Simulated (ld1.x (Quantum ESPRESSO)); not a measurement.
## What one change does to a pseudopotential (Zn, ultrasoft)

ld1.x (Quantum ESPRESSO) 7.5 input, shortened:

```
&input
   title='Zn', zed=30., rel=1, dft='PZ', iswitch=3,
   config='[Ar] 3d10 4s2 4p0'
 /
 &inputp
   pseudotype=3, tm=.true., lloc=-1, rcloc=1.65,
   nlcc=.true., new_core_ps=.true., rcore=0.50,
   which_augfun='PSQ', rmatch_augfun_nc=.true.
 /
6
4S  1  0   2.00   0.00  1.50  1.75  0.0
4S  1  0   0.00   3.95  1.50  1.75  0.0
3P  2  1   6.00   0.00  1.00  1.10  0.0
4P  3  1   0.00   0.00  1.00  1.10  0.0
3D  3  2  10.00   0.00  1.00  1.05  0.0
3D  3  2   0.00   0.25  1.00  1.05  0.0
 &test
   configts(1)='3p6 3d10 4s2 4p0'
 /
```

All-electron outer shells of the reference configuration (LDA (PZ), scalar-relativistic, ld1.x):

| shell | level (eV) | outermost node (bohr) | outermost maximum (bohr) |
| --- | --- | --- | --- |
| 2p | -1003.46 | – | 0.15 |
| 3s | -128.62 | 0.28 | 0.59 |
| 3p | -83.26 | 0.25 | 0.59 |
| 3d | -10.42 | – | 0.56 |
| 4s | -6.23 | 0.85 | 2.09 |
| 4p | -1.23 | 0.92 | 3.04 |

Change: wave 4s channel at 3.95 Ry: rcut 1.50, rcutus 1.75 bohr becomes 4s channel at -0.3 Ry: rcut 1.50, rcutus 1.75 bohr.

Cutoffs: the cutoffs (Ry, on a coarse ladder) from which the occupation-weighted sum of valence levels, in a spherical-Bessel basis at the reference potential, stays within 10 and 1 mRy of its value at 400 Ry; they do not see the model core or the augmentation charge, which bear on the density cutoff. Errors are all-electron minus pseudo energies relative to the spin-unpolarised reference configuration.

Problem. Predict the effect on cutoff, ghosts and configuration errors.

Solution. The potential gets neither clearly harder nor softer (140 Ry and 230 Ry → 140 Ry and 230 Ry); of the 9 tests that both files solve, the error grows in 2 and shrinks in 2 by more than 15 % and 0.3 meV (median size 5.2 → 5.2 meV); neither file shows a bound ghost.

```csv
quantity,base,changed
"cutoff, loose",140 Ry,140 Ry
"cutoff, tight",230 Ry,230 Ry
bound ghosts,none,none
"error for 3p6 3d10 4s1 4p0, meV [ΔE 10.19 eV]",-1.4,+0.1
"error for 3p6 3d10 4s0 4p0, meV [ΔE 28.96 eV]",-5.2,-5.2
"error for 3p6 3d9 4s0 4p0, meV [ΔE 69.85 eV]",-48,-48
"error for 3p6 3d9 4s2 4p1, meV [ΔE 12.36 eV]",-51,-80
"error for 3p6 3d10 4s0 4p2, meV [ΔE 10.75 eV]",-0.5,-0.5
"error for 3p5 3d10 4s2 4p0, meV [ΔE 91.92 eV]",-19,-38
"error for 3p6 3d10 4s1.5 4p0, meV [ΔE 4.08 eV]",-0.5,-0.2
"error for 3p6 3d10 4s1 4p0 (spin-polarised), meV [ΔE 9.94 eV]",-1.9,-0.5
"error for 3p6 3d9 4s0 4p0 (spin-polarised), meV [ΔE 69.58 eV]",-29,-29
s: phases at 1.90 bohr within 0.05 rad from the reference energy up to (Ry; the scan ends near 5),to the end of the scan,to the end of the scan
p: phases at 1.90 bohr within 0.05 rad from the reference energy up to (Ry; the scan ends near 5),to the end of the scan,to the end of the scan
d: phases at 1.90 bohr within 0.05 rad from the reference energy up to (Ry; the scan ends near 5),to the end of the scan,to the end of the scan
lowest overlap eigenvalue by channel,"s 0.54, p 0.17, d 0.99","s 0.52, p 0.17, d 0.99"
```
